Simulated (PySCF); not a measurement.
```xyz
7

C     -0.8336     0.0146     0.0199
Si     0.9787     0.0101     0.0282
H     -1.2411     1.0272     0.0023
H     -1.1470    -0.4783    -0.9160
H     -1.2490    -0.5674     0.8448
H      1.7406    -1.1107     0.5956
H      1.7515     1.1045    -0.5748
```

Charge 1, multiplicity 1.

Give the Mulliken and meta-Löwdin atomic charges from PBE-D3(BJ)/def2-TZVP // B3LYP-D3(BJ)/def2-TZVP run with PySCF.


| atom | Mulliken (e) | meta-Löwdin (e) |
|---|---|---|
| C1 | -0.41 | -0.60 |
| Si2 | 0.51 | 0.97 |
| H3 | 0.21 | 0.20 |
| H4 | 0.22 | 0.21 |
| H5 | 0.21 | 0.20 |
| H6 | 0.13 | 0.01 |
| H7 | 0.13 | 0.01 |
